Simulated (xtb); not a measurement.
MoO3, singlet, geometry from GFN2-xTB (such geometries of metal compounds can be far from the true shape). Base run: GFN2-xTB (xtb).

Here is a job for xtb.
```
$ xtb mol.xyz --gfn 2 --json

# file mol.xyz
4

Mo    -0.00000000     0.00000000    -0.00000000
O     -1.13052664    -1.19505018    -0.09977712
O     -0.10130963     1.31480846    -0.98853729
O      1.23183628    -0.11975828     1.08831441
```

Variants of this job, named by their change:

```csv
change,ΔE vs base (mEh),HOMO-LUMO gap (eV),G_solv (kcal/mol),SCF cycles
base,0.000,0.07,-,81
acc = 0.1,0.000,0.07,-,82
alpb = ch2cl2,-10.235,0.08,-6.54,67
etemp = 3000,-25.197,0.54,-,29
etemp = 10000,-131.0,1.42,-,18
file = coord,0.000,0.07,-,83
acc = 0.0001,0.000,0.07,-,90
gbsa = thf,-5.058,0.07,-3.20,88
alpb = dmso,-16.649,0.08,-10.54,111
```

ALPB and GBSA are two models with their own fitted parameters for each solvent, which aren't always the measured dielectric constant.
